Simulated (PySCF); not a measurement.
A run for PySCF: R-B3LYP/LANL2DZ on H2PbS (SMILES [SH][PbH]), a point of a torsion scan.

```python
from pyscf import gto, scf, dft, mp
from pyscf.data.elements import chemcore

mol = gto.M(
    atom='''
    S    -1.30808941    0.68626415    0.26695619
    Pb    1.14718428    0.66653061   -0.24071915
    H    -1.60125580   -0.54692376   -0.12684600
    H     1.38355755    2.38462299    0.34300097
    ''',
    basis='lanl2dz',
    ecp={'Pb': 'lanl2dz', 'S': 'lanl2dz'},
    charge=0, spin=0, verbose=3, max_memory=1800)
mf = dft.RKS(mol, xc='b3lyp')
mf.conv_tol = 1e-8
mf.max_cycle = 100
mf.kernel()
if not mf.converged:
    mf = mf.newton().run(mf.mo_coeff, mf.mo_occ)
```

The log:

```
converged SCF energy = -14.783885645836
```

The run converged.

Cost: about 2.2 core-seconds (a rough figure).
